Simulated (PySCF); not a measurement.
C4H9OSi (doublet state).
Geometry (GFN2-xTB, Å), atoms numbered from 1 in this order:
```xyz
15
C4H9OSi angstrom
Si     2.2364    0.0183    0.1003
C      0.3957   -0.0775    0.0389
C     -0.5905    0.9236    0.5321
C     -1.9114    0.4050   -0.0537
O     -1.7446   -0.9898   -0.2080
C     -0.3825   -1.2219   -0.5055
H      2.6016    1.4036    0.3987
H      2.7929   -0.3982   -1.1925
H      2.7962   -0.8657    1.1347
H     -0.6255    0.9219    1.6281
H     -0.3601    1.9420    0.2162
H     -2.7756    0.5651    0.5918
H     -2.1015    0.8715   -1.0328
H     -0.2364   -1.3023   -1.5994
H     -0.0991   -2.1876   -0.0707
```

The hyperfine couplings belong to this conformer and change with its torsions.

The species is `[SiH3][C]1CCOC1` [radical].

Theory: UKS B3LYP, pcH-1 on C H O Si, non-relativistic, mean-field spin-orbit, GIAO in PySCF. One conformer (not necessarily the lowest) at the GFN2-xTB geometry, without solvent, vibrations or thermal averaging. Couplings are sensitive to structure, and on GFN2-xTB geometries they can be far from those on DFT ones. No stability test was run, so a lower SCF solution isn't excluded.

Computed for the main isotopes (class means, splittings of 0.05 mT or more): g = 2.0026; H14/H15 1H +107.1 MHz (3.82 mT); H10/H11 1H +103.8 MHz (3.70 mT); H7/H8/H9 1H +37.7 MHz (1.35 mT); 36 first-order lines, 19.09 mT wide.

**Question.** What changes when 1H at H7/H8/H9 is replaced by 2H at all these sites?

**Answer.** Only the nuclear moment changes in this model. The ratio of g factors is 0.85744/5.58569 = 0.1535, so a goes from +37.7 to +5.8 MHz (0.207 mT). The spin goes from 1/2 to 1, so the 1:3:3:1 quartet becomes a 1:3:6:7:6:3:1 septet. The spectrum then has 63 first-order lines over 16.29 mT.

**Question.** Give position and intensity of the satellites from 13C at C2.

**Answer.** a = +81.7 MHz, or 2.91 mT in magnitude, and I = 1/2, so to first order each main line has two satellites, at ±1.46 mT. The isotope's abundance is about 1.07 %, shared among 2 lines, so each has 0.54 % of the main line's intensity.

**Question.** Where do the 29Si satellites of Si1 appear, and how strong are they?

**Answer.** a = +44.9 MHz, or 1.60 mT in magnitude, and I = 1/2, so to first order each main line has two satellites, at ±0.80 mT. The isotope's abundance is about 4.7 %, shared among 2 lines, so each has 2.5 % of the main line's intensity.

Class means assume fast exchange of nuclei equivalent by connectivity; if that motion is slow, each nucleus keeps its own coupling. The three 1H nuclei of mean +37.7 MHz run from 2.4 to 70.4 MHz in the frozen geometry. The 1H value of +103.8 MHz is a mean of couplings from 71.3 to 136.3 MHz in this one geometry, not an average over conformers. The 1H value of +107.1 MHz is a mean of couplings from 94.2 to 120.1 MHz in this one geometry, not an average over conformers.

On one thread of an Arm Neoverse V2, no GPU, on a shared host, this took 51 s wall (with the writing of density and orbital grids) and 0.98 GiB of memory at its peak.
